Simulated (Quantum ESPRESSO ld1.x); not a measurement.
One sound ld1.x (Quantum ESPRESSO 7.5) input for neutral germanium gives E = -2095.9351 hartree in 30 iterations:

```
 &input
    zed=32.0,
    iswitch=1,
    rel=1,
    lsd=1,
    dft='SLA-VWN',
    config='[Ar] 3d10 4s2 4p2',
    verbosity='high',
    prefix='ld1',
    max_out_wfc=37,
    file_charge='ld1.rho',
 /
```

Changed or added lines, one case at a time, and what came of them:

- relpert=.true. (without lsd): refused. The program stops in ld1_readin with "perturbative SO-splitting for AE calculations with rel=0 only": the perturbative correction needs rel = 0.
- config='[Ar] 3d10 4s2 4p2 1p1': refused. The program stops in el_config with "main/angular quantum number mismatch": l must be smaller than n.
- rel=3: refused. The program stops in ld1_readin with "wrong rel": rel takes 0, 1 or 2.
- atom='Jo' (without zed): crashed. The symbol names no element; the program warns, takes a nuclear charge of zero and dies without a result.
- xmin=0.0: ignored. A value of zero is read as not set, so the default xmin is used, as the mesh line shows.
- config='[Ar] 3d10 4s2 4p2 1s1': refused. The program stops in occ_spin with "wrong occupations": the bracketed core already holds 1s.
- dft='SCAN': refused. The program stops in set_dft_from_name with "libxc needed for this functional": this build has no Libxc.
